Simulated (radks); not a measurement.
Results of a calculation; reference values are marked as such.
Question: Neutral gold: order these configurations by energy. Level of theory: Dirac Kohn-Sham, BLYP, spin-unpolarised, spherical densities, finite nucleus; Fermi nuclear charge, rms radius of each element as measured or else 0.836 A^(1/3) + 0.57 fm (a radial shooting solver on a logarithmic mesh with Libxc functionals). Sub-shells are occupied by j as written (lower j first in brackets). [Xe] 4f14 5d(3/2: 4, 5/2: 5) 6s1 6p(1/2: 1, 3/2: 0); [Xe] 4f14 5d(3/2: 4, 5/2: 5) 6s2; [Xe] 4f14 5d10 6p(1/2: 1, 3/2: 0); [Xe] 4f14 5d10 6s1.

Answer: From the lowest, in eV above it: [Xe] 4f14 5d10 6s1 0.000; [Xe] 4f14 5d(3/2: 4, 5/2: 5) 6s2 0.956; [Xe] 4f14 5d10 6p(1/2: 1, 3/2: 0) 4.759; [Xe] 4f14 5d(3/2: 4, 5/2: 5) 6s1 6p(1/2: 1, 3/2: 0) 6.133.
